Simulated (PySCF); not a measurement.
**Ni: excitation energy**

Ni [Ar] 3d8 4s2 (3F) → Ni [Ar] 3d9 4s1 (3D), as a difference of total energies. All numbers are calculated (PySCF 2.14, the spin-free X2C one-electron Hamiltonian (Gaussian nucleus), in x2c-QZVPPall). Correlated levels: valence: [Ar] frozen; valence and next inner shell: [Ne] frozen. The calculations carry no spin-orbit coupling.

| method | excitation energy (eV) |
| --- | --- |
| UHF | 1.757 |
| LDA | -0.877 |
| PBE | -0.543 |
| PBE0 | -0.053 |
| r2SCAN | 0.124 |
| BHandHLYP | 0.612 |
| r2SCANh | 0.254 |
| MP2 (valence) | -0.508 |
| SCS-MP2 (valence) | -0.126 |
| MP2 (valence and next inner shell) | -1.062 |
| SCS-MP2 (valence and next inner shell) | -0.544 |

Q: How much does correlation contribute at MP2 (valence and next inner shell)?

A: -1.062 − (1.757) = -2.819 eV, measured against UHF.

A first-order spin-orbit estimate (lowest level to lowest level, LS coupling) adds 0.054 eV.
